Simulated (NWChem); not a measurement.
System: C2H3BFNO; SMILES O1CB(F)N=C1

Here is an NWChem input.

```
start job
memory heap 200 mb stack 900 mb global 1100 mb
geometry units angstroms noautoz
  F     -0.043911     2.106502     0.000000
  B      0.029516     0.787944     0.000000
  C     -1.189112    -0.231509     0.000000
  O     -0.487517    -1.489521     0.000000
  C      0.812670    -1.199923     0.000000
  N      1.236127     0.011439     0.000000
  H     -1.837986    -0.194372     0.889356
  H     -1.837986    -0.194372    -0.889356
  H      1.445213    -2.098556     0.000000
end
basis spherical
  * library 6-31g*
end
dft
  xc xctpssh
  iterations 150
  mulliken
end
task dft energy
```

Parts of the log:

```
             Northwest Computational Chemistry Package (NWChem) 7.3.0
             --------------------------------------------------------

 CS  symmetry detected

                             Geometry "geometry" -> ""
                             -------------------------

 Output coordinates in angstroms (scale by  1.889725989 to convert to a.u.)

  No.       Tag          Charge          X              Y              Z
 ---- ---------------- ---------- -------------- -------------- --------------
    1 F                    9.0000    -0.03111087     2.10704984     0.00000000
    2 B                    5.0000     0.03408058     0.78805902     0.00000000
    3 C                    6.0000    -1.19088992    -0.22376403     0.00000000
    4 O                    8.0000    -0.49716462    -1.48613281     0.00000000
    5 C                    6.0000     0.80480551    -1.20465985     0.00000000
    6 N                    7.0000     1.23581895     0.00403413     0.00000000
    7 H                    1.0000    -1.83951936    -0.18257568     0.88935600
    8 H                    1.0000    -1.83951936    -0.18257568    -0.88935600
    9 H                    1.0000     1.43172440    -2.10722543     0.00000000

 Effective nuclear repulsion energy (a.u.)     215.4371250375

      Symmetry information
      --------------------

 Group name             Cs
 Group number              2
 Group order               2
 No. of unique centers     8

                                 NWChem DFT Module
                                 -----------------

 Summary of "ao basis" -> "ao basis" (spherical)
 ------------------------------------------------------------------------------
       Tag                 Description            Shells   Functions and Types
 ---------------- ------------------------------  ------  ---------------------
 F                           6-31g*                  6       14   3s2p1d
 B                           6-31g*                  6       14   3s2p1d
 C                           6-31g*                  6       14   3s2p1d
 O                           6-31g*                  6       14   3s2p1d
 N                           6-31g*                  6       14   3s2p1d
 H                           6-31g*                  2        2   2s

      Symmetry analysis of basis
      --------------------------

        a'         64
        a"         26

            General Information
            -------------------
          SCF calculation type: DFT
          Wavefunction type:  closed shell.
          No. of atoms     :     9
          No. of electrons :    44
           Alpha electrons :    22
            Beta electrons :    22
          Charge           :     0
          Spin multiplicity:     1
          Use of symmetry is: on ; symmetry adaption is: on
          Maximum number of iterations: 150
          AO basis - number of functions:    90
                     number of shells:    42
          Convergence on energy requested:  1.00D-06
          Convergence on density requested:  1.00D-05
          Convergence on gradient requested:  5.00D-04

              XC Information
              --------------
                  TPSS hybrid Method XC Functional
                     Hartree-Fock (Exact) Exchange  0.100
                  TPSS metaGGA Exchange Functional  0.900
             TPSS03 metaGGA Correlation Functional  1.000

             Grid Information
             ----------------
          Grid used for XC integration:  medium
          Radial quadrature: Mura-Knowles
          Angular quadrature: Lebedev.
          Tag              B.-S. Rad. Rad. Pts. Rad. Cut. Ang. Pts.
          ---              ---------- --------- --------- ---------
          F                   0.50       49          11.0       434
          B                   0.85       49           9.0       434
          C                   0.70       49           9.0       434
          O                   0.60       49           8.0       434
          N                   0.65       49           9.0       434
          H                   0.35       45          10.0       434
          Grid pruning is: on
          Number of quadrature shells:   384
          Spatial weights used:  Erf1

      Superposition of Atomic Density Guess
      -------------------------------------

 Sum of atomic energies:        -329.76171691

      Non-variational initial energy
      ------------------------------

 Total energy =    -332.774193
 1-e energy   =    -879.203642
 2-e energy   =     330.992325
 HOMO         =      -0.327833
 LUMO         =       0.020190

      Symmetry analysis of molecular orbitals - initial
      -------------------------------------------------

  Numbering of irreducible representations:

     1 a'          2 a"

  Orbital symmetries:

     1 a'          2 a'          3 a'          4 a'          5 a'
     6 a'          7 a'          8 a'          9 a'         10 a'
    11 a'         12 a'         13 a'         14 a"         15 a'
    16 a"         17 a'         18 a'         19 a"         20 a'
    21 a"         22 a'         23 a"         24 a"         25 a'
    26 a'         27 a'         28 a"         29 a'         30 a'
    31 a'         32 a'

     ---------------------------------------------
      Total Density - Mulliken Population Analysis
     ---------------------------------------------

    Atom       Charge   Shell Charges
 -----------   ------   -------------------------------------------------------
    1 F    9     9.46   2.00  0.95  3.45  0.98  2.08  0.01
    2 B    5     4.12   2.00  0.56  1.02  0.29  0.14  0.11
    3 C    6     6.28   2.00  0.70  1.86  0.62  1.05  0.05
    4 O    8     8.57   2.00  0.93  2.93  0.91  1.78  0.03
    5 C    6     5.31   2.00  0.70  1.53  0.43  0.56  0.09
    6 N    7     7.89   2.00  0.86  2.61  0.85  1.55  0.03
    7 H    1     0.78   0.47  0.31
    8 H    1     0.78   0.47  0.31
    9 H    1     0.81   0.47  0.34

   convergence    iter        energy       DeltaE   RMS-Dens  Diis-err
 ---------------- ----- ----------------- --------- --------- ---------
 d= 0,ls=0.0,diis     1   -332.6269132896 -5.48D+02  1.70D-02  1.03D+00
 d= 0,ls=0.0,diis     2   -332.4441735915  1.83D-01  1.17D-02  2.94D+00
 d= 0,ls=0.0,diis     3   -332.7475850965 -3.03D-01  3.50D-03  1.02D-01
 d= 0,ls=0.0,diis     4   -332.7522811988 -4.70D-03  1.54D-03  6.89D-02
 d= 0,ls=0.0,diis     5   -332.7590734541 -6.79D-03  3.20D-04  1.73D-03
  Resetting Diis
 d= 0,ls=0.0,diis     6   -332.7592330146 -1.60D-04  8.65D-05  1.24D-04
 d= 0,ls=0.0,diis     7   -332.7592453757 -1.24D-05  5.59D-05  1.20D-05
 d= 0,ls=0.0,diis     8   -332.7592435946  1.78D-06  3.43D-05  3.02D-05
 d= 0,ls=0.0,diis     9   -332.7592466384 -3.04D-06  5.33D-06  5.87D-07
 d= 0,ls=0.0,diis    10   -332.7592466945 -5.61D-08  1.66D-06  5.30D-08

         Total DFT energy =     -332.759246694501
      One electron energy =     -882.339937137176
           Coulomb energy =      376.266005699884
    Exchange-Corr. energy =      -42.122440294744
 Nuclear repulsion energy =      215.437125037535

 Numeric. integr. density =       43.999992326705

                  Occupations of the irreducible representations
                  ----------------------------------------------

                     irrep           alpha         beta
                     --------     --------     --------
                     a'               18.0         18.0
                     a"                4.0          4.0

                       DFT Final Molecular Orbital Analysis
                       ------------------------------------

 Vector   20  Occ=2.000000D+00  E=-3.145103D-01  Symmetry=a'
              MO Center= -2.9D-01, -1.3D-01,  3.1D-16, r^2= 2.9D+00
   Bfn.  Coefficient  Atom+Function         Bfn.  Coefficient  Atom+Function
  ----- ------------  ---------------      ----- ------------  ---------------
    46      0.349581  4 O  py                 3     -0.288873  1 F  px
    32     -0.258651  3 C  py                50      0.247891  4 O  py
     7     -0.206814  1 F  px                74      0.204720  6 N  py
    17      0.189619  2 B  px                31     -0.176212  3 C  px
    45      0.138629  4 O  px                76      0.138027  6 N  s

 Vector   21  Occ=2.000000D+00  E=-2.774934D-01  Symmetry=a"
              MO Center=  3.2D-01, -4.9D-01,  5.8D-17, r^2= 2.3D+00
   Bfn.  Coefficient  Atom+Function         Bfn.  Coefficient  Atom+Function
  ----- ------------  ---------------      ----- ------------  ---------------
    47      0.435572  4 O  pz                75     -0.394842  6 N  pz
    51      0.339208  4 O  pz                79     -0.290136  6 N  pz
     5      0.150242  1 F  pz                19     -0.143937  2 B  pz
    61     -0.128313  5 C  pz                 9      0.116049  1 F  pz
    33     -0.074753  3 C  pz                65     -0.074513  5 C  pz

 Vector   22  Occ=2.000000D+00  E=-2.554583D-01  Symmetry=a'
              MO Center=  9.9D-01, -4.9D-02,  2.1D-16, r^2= 1.9D+00
   Bfn.  Coefficient  Atom+Function         Bfn.  Coefficient  Atom+Function
  ----- ------------  ---------------      ----- ------------  ---------------
    73      0.509733  6 N  px                77      0.345723  6 N  px
    76      0.236380  6 N  s                 17     -0.195053  2 B  px
    34      0.154952  3 C  s                 31      0.143684  3 C  px
    72      0.140429  6 N  s                 36      0.138231  3 C  py
    45      0.138227  4 O  px                48      0.133601  4 O  s

[...]
```

Level: TPSSh/6-31G* (spherical d). Structure relaxed at the PBE0/def2-SVP level.
